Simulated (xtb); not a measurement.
Cl$_{4}$Pt, charge -2, singlet, at a GFN2-xTB geometry (such geometries of metal compounds can be far from the true shape); xtb 6.7.1 with GFN2-xTB.

The xtb input:
```
$ xtb mol.xyz --gfn 2 --chrg -2 --ohess --json

# file mol.xyz
5

Pt     0.00000000    -0.00000000     0.00000000
Cl     2.15416113    -0.88643382     0.05491437
Cl     0.88652359     2.15481268     0.00699610
Cl    -2.15416113     0.88643382    -0.05491437
Cl    -0.88652359    -2.15481268    -0.00699610
```

Predict the main parts of the log of this xtb run.


```
   ID    Z sym.   atoms
    1   78 Pt     1
    2   17 Cl     2-5

           -------------------------------------------------
          |                Calculation Setup                |
           -------------------------------------------------

           -------------------------------------------------
          |                 G F N 2 - x T B                 |
           -------------------------------------------------

          ...................................................
          :                      SETUP                      :
          :.................................................:
          :  # basis functions                  50          :
          :  # atomic orbitals                  45          :
          :  # shells                           15          :
          :  # electrons                        40          :
          :  max. iterations                   250          :
          :  Hamiltonian                  GFN2-xTB          :
          :  restarted?                      false          :
          :  GBSA solvation                  false          :
          :  PC potential                    false          :
          :  electronic temp.          300.0000000     K    :
          :  accuracy                    1.0000000          :
          :  -> integral cutoff          0.2500000E+02      :
          :  -> integral neglect         0.1000000E-07      :
          :  -> SCF convergence          0.1000000E-05 Eh   :
          :  -> wf. convergence          0.1000000E-03 e    :
          :  Broyden damping             0.4000000          :
          :  net charge                         -2          :
          :  unpaired electrons                  0          :
          ...................................................

 iter      E             dE          RMSdq      gap      omega  full diag
   1    -23.2768196 -0.232768E+02  0.756E+00    2.03       0.0  T
   2    -23.2818791 -0.505950E-02  0.454E+00    1.95       1.0  T
   3    -23.2841819 -0.230277E-02  0.129E+00    1.93       1.0  T
   4    -23.2843375 -0.155603E-03  0.913E-01    1.92       1.0  T
   5    -23.2847134 -0.375918E-03  0.216E-01    1.89       1.0  T
   6    -23.2847325 -0.191290E-04  0.738E-02    1.89       1.0  T
   7    -23.2847329 -0.378727E-06  0.125E-02    1.89       3.6  T
   8    -23.2847329 -0.872396E-08  0.130E-03    1.89      34.5  T
   9    -23.2847329 -0.400497E-10  0.252E-04    1.89     177.3  T
  10    -23.2847329 -0.614619E-12  0.331E-06    1.89   13496.6  T

   *** convergence criteria satisfied after 10 iterations ***

         :::::::::::::::::::::::::::::::::::::::::::::::::::::
         ::                     SUMMARY                     ::
         :::::::::::::::::::::::::::::::::::::::::::::::::::::
         :: total energy             -23.282219778120 Eh    ::
         :: gradient norm              0.000000017023 Eh/a0 ::
         :: HOMO-LUMO gap              1.886317216687 eV    ::
         ::.................................................::
         :: SCC energy               -23.284728564436 Eh    ::
         :: -> isotropic ES            0.388552618628 Eh    ::
         :: -> anisotropic ES         -0.032423826408 Eh    ::
         :: -> anisotropic XC         -0.021558324163 Eh    ::
         :: -> dispersion             -0.007809386654 Eh    ::
         :: repulsion energy           0.002508786316 Eh    ::
         :: add. restraining           0.000000000000 Eh    ::
         :: total charge              -2.000000000000 e     ::
         :::::::::::::::::::::::::::::::::::::::::::::::::::::

      -----------------------------------------------------------
     |                   =====================                   |
     |                        A N C O P T                        |
     |                   =====================                   |
     |               Approximate Normal Coordinate               |
     |                Rational Function Optimizer                |
      -----------------------------------------------------------
      -----------------------------------------------------------
     |                   =====================                   |
     |                        A N C O P T                        |
     |                   =====================                   |
     |               Approximate Normal Coordinate               |
     |                Rational Function Optimizer                |
      -----------------------------------------------------------

          ...................................................
          :                      SETUP                      :
          :.................................................:
          :   optimization level            normal          :
          :   max. optcycles                   200          :
          :   ANC micro-cycles                  20          :
          :   degrees of freedom                 9          :
          :.................................................:
          :   RF solver                   davidson          :
          :   write xtbopt.log                true          :
          :   linear?                        false          :
          :   energy convergence         0.5000000E-05 Eh   :
          :   grad. convergence          0.1000000E-02 Eh/α :
          :   maxmium RF displ.          1.0000000          :
          :   Hlow (freq-cutoff)         0.1000000E-01      :
          :   Hmax (freq-cutoff)         5.0000000          :
          :   S6 in model hess.         20.0000000          :
          ...................................................

generating ANC from exact Hessian ...
Using Lindh-Hessian (1995)
 Shifting diagonal of input Hessian by    1.1514611417758619E-002
 Lowest  eigenvalues of input Hessian
    0.010000    0.010048    0.010048    0.010956    0.011213    0.000000
    0.000000    0.000000    0.000000    0.000000    0.000000    0.054771
[...]
 * total energy  :   -23.2822198 Eh     change       -0.4618528E-13 Eh
   *** GEOMETRY OPTIMIZATION CONVERGED AFTER 1 ITERATIONS ***
         :: total energy             -23.282219778120 Eh    ::
[...]
     3  17 Cl   0.834 --     1 Pt   0.754
     4  17 Cl   0.834 --     1 Pt   0.754
     5  17 Cl   0.834 --     1 Pt   0.754
 ---------------------------------------------------------------------------

Topologies differ in total number of bonds
Writing topology from bond orders to xtbtopo.mol

molecular dipole:
                 x           y           z       tot (Debye)
 q only:       -0.000       0.000      -0.000
   full:       -0.000       0.000      -0.000       0.000
molecular quadrupole (traceless):
                xx          xy          yy          xz          yz          zz
 q only:      -10.117      -0.004     -10.132      -0.697       0.188      20.250
  q+dip:      -14.274      -0.006     -14.295      -0.983       0.266      28.569
   full:      -13.655      -0.006     -13.675      -0.941       0.254      27.329

           -------------------------------------------------
          |               Frequency Printout                |
           -------------------------------------------------
 projected vibrational frequencies (cm⁻¹)
eigval :       -0.00    -0.00    -0.00     0.00     0.00     0.00
eigval :       58.67   112.61   125.45   125.45   131.63   215.91
eigval :      223.93   223.93   262.40
 reduced masses (amu)
   1: 64.86   2: 88.19   3: 69.14   4:119.00   5: 95.33   6: 53.51   7: 35.45   8:102.65
   9: 54.52  10: 54.52  11: 35.45  12: 35.45  13: 83.58  14: 83.58  15: 35.45
 IR intensities (km·mol⁻¹)
   1:  3.69   2:  6.66   3:  4.26   4: 10.56   5:  7.50   6:  2.27   7:  0.00   8: 15.47
   9:  0.01  10:  0.01  11:  0.00  12:  0.00  13: 71.55  14: 71.56  15:  0.00
 Raman intensities (Ä⁴*amu⁻¹)
   1:  0.00   2:  0.00   3:  0.00   4:  0.00   5:  0.00   6:  0.00   7:  0.00   8:  0.00
Molecule has the following symmetry elements: (i) (C4) 5*(C2) (S4) 5*(sigma)
It seems to be the D4h point group
   9:  0.00  10:  0.00  11:  0.00  12:  0.00  13:  0.00  14:  0.00  15:  0.00
 output can be read by thermo (or use thermo option).
 writing <g98.out> molden fake output.
 recommended (thermochemical) frequency scaling factor: 1.0
           -------------------------------------------------
          |             Thermodynamic Functions             |
           -------------------------------------------------

d4h symmetry found (for desy threshold:  0.10E+00) used in thermo

          ...................................................
          :                      SETUP                      :
          :.................................................:
          :  # frequencies                           9      :
          :  # imaginary freq.                       0      :
          :  linear?                             false      :
          :  only rotor calc.                    false      :
          :  symmetry                              d4h      :
          :  rotational number                       8      :
          :  scaling factor                  1.0000000      :
          :  rotor cutoff                   50.0000000 cm⁻¹ :
          :  imag. cutoff                  -20.0000000 cm⁻¹ :
          :.................................................:

    mode    ω/cm⁻¹     T·S(HO)/kcal·mol⁻¹    T·S(FR)/kcal·mol⁻¹   T·S(vib)
   ------------------------------------------------------------------------
       1     58.67    -1.34209 ( 65.47%)    -1.00901 ( 34.53%)    -1.22707
       2    112.61    -0.96106 ( 96.26%)    -0.81594 (  3.74%)    -0.95563
       3    125.45    -0.89882 ( 97.54%)    -0.78397 (  2.46%)    -0.89599
       4    125.45    -0.89882 ( 97.54%)    -0.78397 (  2.46%)    -0.89599
       5    131.63    -0.87120 ( 97.96%)    -0.76971 (  2.04%)    -0.86913
       6    215.91    -0.59426 ( 99.71%)    -0.62315 (  0.29%)    -0.59434
       7    223.93    -0.57457 ( 99.75%)    -0.61235 (  0.25%)    -0.57466
       8    223.93    -0.57457 ( 99.75%)    -0.61235 (  0.25%)    -0.57466
       9    262.40    -0.49067 ( 99.87%)    -0.56538 (  0.13%)    -0.49077
   ------------------------------------------------------------------------

   temp. (K)  partition function   enthalpy   heat capacity  entropy
                                   cal/mol     cal/K/mol   cal/K/mol   J/K/mol
 298.15  VIB   492.                 3533.855     16.412     23.741
         ROT  0.102E+06              888.752      2.981     25.899
         INT  0.502E+08             4422.607     19.393     49.641
         TR   0.598E+28             1481.254      4.968     43.319
         TOT                        5903.8611    24.3609    92.9594   388.9423

       T/K    H(0)-H(T)+PV         H(T)/Eh          T*S/Eh         G(T)/Eh
   ------------------------------------------------------------------------
    298.15    0.940840E-02    0.127800E-01    0.441680E-01   -0.313880E-01
   ------------------------------------------------------------------------

         :::::::::::::::::::::::::::::::::::::::::::::::::::::
         ::                  THERMODYNAMIC                  ::
         :::::::::::::::::::::::::::::::::::::::::::::::::::::
         :: total free energy         -23.313607767327 Eh   ::
         ::.................................................::
         :: total energy              -23.282219778120 Eh   ::
         :: zero point energy           0.003371640285 Eh   ::
         :: G(RRHO) w/o ZPVE           -0.034759629492 Eh   ::
         :: G(RRHO) contrib.           -0.031387989207 Eh   ::
         :::::::::::::::::::::::::::::::::::::::::::::::::::::

optimized geometry written to: xtbopt.xyz

           -------------------------------------------------
          | TOTAL ENERGY              -23.282219778120 Eh   |
          | TOTAL ENTHALPY            -23.269439736233 Eh   |
          | TOTAL FREE ENERGY         -23.313607767327 Eh   |
          | GRADIENT NORM               0.000000021241 Eh/α |
          | HOMO-LUMO GAP               1.886316958475 eV   |
           -------------------------------------------------

normal termination of xtb
```
